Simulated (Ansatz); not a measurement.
Level of theory: frozen-core CCSD(T)/cc-pVDZ // r2SCAN-D4/def2-SVP (Ansatz, a quantum-chemistry and plane-wave program).

Ansatz 0.2 input:
```yaml
crystal:
  periodic: [false, false, false]
  atoms:
    - { symbol: C, position_ang: [-0.190382, 2.640724, -0.290312] }
    - { symbol: O, position_ang: [0.460933, 1.502218, -0.814259] }
    - { symbol: Si, position_ang: [0.071728, -0.049877, -0.424472] }
    - { symbol: N, position_ang: [0.766533, -1.01097, -1.652878] }
    - { symbol: O, position_ang: [-1.574246, -0.059012, -0.243976] }
    - { symbol: C, position_ang: [-2.308218, -1.15449, 0.249955] }
    - { symbol: O, position_ang: [0.643668, -0.59394, 1.033067] }
    - { symbol: C, position_ang: [2.013728, -0.734982, 1.338592] }
    - { symbol: H, position_ang: [-1.288059, 2.542226, -0.345492] }
    - { symbol: H, position_ang: [0.088497, 2.81533, 0.765033] }
    - { symbol: H, position_ang: [0.11874, 3.520297, -0.876354] }
    - { symbol: H, position_ang: [0.754448, -0.711638, -2.621352] }
    - { symbol: H, position_ang: [0.83833, -2.01793, -1.565636] }
    - { symbol: H, position_ang: [-1.961293, -1.457083, 1.254325] }
    - { symbol: H, position_ang: [-2.234007, -2.032569, -0.420715] }
    - { symbol: H, position_ang: [-3.369921, -0.869164, 0.316676] }
    - { symbol: H, position_ang: [2.461538, 0.233996, 1.624457] }
    - { symbol: H, position_ang: [2.587493, -1.136683, 0.483512] }
    - { symbol: H, position_ang: [2.120485, -1.426452, 2.189827] }
basis:
  gaussian: { orbitals: cc-pVDZ }
correlation:
  method: ccsd_t
```

Output:

```
Functional definition: HF
1565 factors; integrals over basis functions are off by at most 1.4e-3 eV
mean field evaluation 1: about -18719.6715 eV, gradient 4.9e1 eV
mean field evaluation 2: about -18719.9219 eV, gradient 5.0e1 eV
mean field evaluation 4: about -18725.0086 eV, gradient 4.5e0 eV
mean field evaluation 8: about -18725.0697 eV, gradient 2.5e-1 eV
mean field evaluation 16: about -18724.7097 eV, gradient 4.5e0 eV
mean field -18725.06981891 eV, -688.1336235368 hartree, gradient 9.7e-6 eV, S^2 0.000000; 0 other end points of the search recorded, 0 dependent functions left out
12 core orbitals not correlated
reference -18725.06981891 eV, -688.1336235368 hartree; 25, 25 occupied and 134, 134 virtual orbitals, 1565 factors
second order -33.80661709 eV of doubles, -0.00000000 eV of singles
cycle   1  -34.74689567 eV  change   -9.4e-1 eV  update   1.2e-1
cycle   2  -35.58627467 eV  change   -8.4e-1 eV  update   3.5e-2
cycle   3  -35.79052993 eV  change   -2.0e-1 eV  update   1.7e-2
cycle   4  -35.78341336 eV  change    7.1e-3 eV  update   3.4e-3
cycle   5  -35.78333464 eV  change    7.9e-5 eV  update   1.4e-3
cycle   6  -35.78402849 eV  change   -6.9e-4 eV  update   4.0e-4
cycle   7  -35.78379111 eV  change    2.4e-4 eV  update   1.5e-4
cycle   8  -35.78370147 eV  change    9.0e-5 eV  update   4.3e-5
cycle   9  -35.78370169 eV  change   -2.2e-7 eV  update   1.6e-5
perturbative correction -0.91120373 eV, -0.0334861193 hartree
Total energy: -18761.76472433 eV, -689.4821364382 hartree
```

Cost: about 5 core-minutes (a rough figure).
